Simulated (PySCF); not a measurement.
Task: Write a Z-matrix for `C1=CC[C@@H]2[C@H]1[C@H]2O` as optimised with GFN2-xTB.

Result: 
Z-matrix in Å and degrees, rows numbered from 1:
```
O 
C   1  1.3879
C   2  1.5117  1  121.13
C   3  1.4779  2  114.68  1   155.29
C   4  1.3267  3  111.37  2    62.02
C   5  1.5040  4  112.70  3     2.49
C   2  1.4974  1  121.49  3   -72.51
H   1  0.9636  2  109.08  3    39.66
H   2  1.0825  1  109.27  3   142.77
H   3  1.0806  2  119.28  7   113.73
H   4  1.0757  3  122.17  2  -117.30
H   5  1.0760  4  126.16  3  -178.15
H   6  1.0937  5  110.88  4   116.42
H   6  1.0925  5  111.38  4  -123.82
H   7  1.0810  2  118.89  3  -112.07
```

Of the pairs four or more bonds apart, C5···H9 is among the closest relative to their van der Waals radii: 2.90 Å, 100 % of the sum of Bondi's values. The C–C distances run from 1.327 Å (C4=C5, drawn double) to 1.520 Å (C3–C7, drawn single), a spread of 0.193 Å. The 5-membered ring C3–C4–C5–C6–C7 has internal angles of 103.4° to 112.7° (sum 540°, against 540° for a flat polygon); it is almost planar, 0.01 Å rms from its mean plane, widest ring torsion 3°. The 3-membered ring C2–C3–C7 has internal angles of 59.2° to 60.7°.

Structure optimised with GFN2-xTB, isolated species.

No frequency check. The numbers are those of one conformer (H–O1–C2–C3 40°).

These are computed values.
